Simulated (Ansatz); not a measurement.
Geometry optimisation, RKS PBE-D4/def2-SVP (Ansatz).

The input (input.yaml):

```yaml
crystal:
  periodic: [false, false, false]
  atoms:
    - { symbol: B, position_ang: [-0.520688, 0.349684, -0.139962] }
    - { symbol: F, position_ang: [-0.483536, 1.396837, 0.749152] }
    - { symbol: "N", position_ang: [0.559477, -0.509266, 0.036555] }
    - { symbol: H, position_ang: [1.11115, -0.129372, 0.804477] }
    - { symbol: F, position_ang: [-1.512055, 0.25839, -1.024944] }
    - { symbol: H, position_ang: [0.845751, -1.366273, -0.425278] }
basis:
  gaussian: { orbitals: def2-SVP }
hamiltonian:
  xc: pbe
  dispersion: d4
relax:
  f_tol: 0.03
  max_steps: 50
```

Run as:

```bash
$ ansatz run input.yaml --threads 1 --pin off --max-ram 2048MiB --backend cpu --events-out ev --progress --plain --runs-dir out
```

Question: Where does it end, and by what steps?

Answer: It converged. After 3 steps the energy has fallen by 0.207 eV; H4 moved furthest, 0.26 Å.

```csv
step,energy less start (eV),largest force component (eV/Å),accepted
0,0.0000,0.800,yes
1,-0.0981,0.531,yes
2,-0.1949,0.621,yes
3,-0.2074,0.023,yes
```

```xyz
6
Properties=species:S:1:pos:R:3
B -0.506 0.404 -0.083
F -0.655 1.492 0.688
N 0.581 -0.466 0.094
H 1.294 -0.310 0.803
F -1.431 0.177 -1.027
H 0.716 -1.297 -0.476
```

Time of the run: 7 s on 1 thread of Arm Neoverse V1 (shared host), peak memory 0.12 GiB.
